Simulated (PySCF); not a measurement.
BClH, SMILES [BH]Cl (connectivity only; charge and spin as stated), charge +1, multiplicity 1.

Geometry: ωB97X-D3(BJ)/def2-TZVPD. The multiplicity is an assumed one; other spin states were not compared. The isomer is the one that the SMILES or the coordinates give; other isomers of the formula were not compared.

The numbers are results of ωB97X-D3(BJ)/def2-TZVPD (PySCF), not measurements.

Frequencies are harmonic and unscaled.

Modes within 1.5 cm⁻¹ of each other (mostly degenerate sets) share a row, with their intensities summed.

Computed harmonic wavenumbers and intensities:
| mode | ν (cm⁻¹) | IR (km/mol) | Raman (Å⁴/amu) | depolarisation | moving atoms (share of kinetic energy) |
|---|---|---|---|---|---|
| 1–2 | 726 | 23.1 | 0.0 | – | H 77 %, B 22 % |
| 3 | 1149 | 193.9 | 23.4 | 0.10 | B 65 %, Cl 25 %, H 10 % |
| 4 | 2862 | 8.8 | 59.3 | 0.12 | H 88 %, B 12 % |
